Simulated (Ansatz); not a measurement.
`FC/N=C1/BO1` at its PBE0-D4/def2-TZVP geometry, where that method's forces vanish. The species carries charge 0 and has multiplicity 1.

```xyz
9

F    -1.3127   -0.6773    1.2267
C    -1.5826    0.0287    0.0755
N    -0.4474    0.4243   -0.6686
C     0.7324    0.1998   -0.3883
B     2.1942    0.0527   -0.2584
O     1.4157   -0.4920    0.7060
H    -2.2107   -0.6014   -0.5621
H    -2.1397    0.9273    0.3588
H     3.3507    0.1379   -0.4898
```

(1) What forces (eV/Å) does r2SCAN-D4/def2-TZVPP give on these atoms in the Gaussian-basis code of Ansatz? (An estimate is asked.)

## Answers

(1) Computed: 
```
F1   0.092 -0.201  0.327
C2  -0.185  0.154 -0.239
N3  -0.231  0.106 -0.159
C4   0.211  0.210 -0.364
B5   0.088  0.145 -0.246
O6   0.083 -0.402  0.660
H7  -0.013 -0.007 -0.005
H8  -0.013  0.008  0.004
H9  -0.031 -0.012  0.022
```
